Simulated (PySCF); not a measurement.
PbS, SMILES [S]=[Pb] (connectivity only; charge and spin as stated), neutral, multiplicity 1.

The structure is a stationary point at PBE0-D3(BJ)/def2-TZVP. The def2 effective core potentials stand for the cores of Pb; spin–orbit coupling is left out.

These are M06-2X/def2-TZVPD (PySCF) values and carry that method's errors.

Isolated molecule, no solvent.

total energy: -590.97353 hartree
point group: C∞v
highest occupied level: -7.87 eV
lowest empty level: -1.66 eV
orbital gap: 6.22 eV
dipole moment: 0.967 e·Å
quadrupole, principal values (traceless, Buckingham form, about the centre of nuclear charge): -8.65, 4.33, 4.33 D·Å
mean static polarisability: 66.7 bohr³ (9.89 Å³)
polarisability, principal values: 52.0, 52.0, 96.2 bohr³
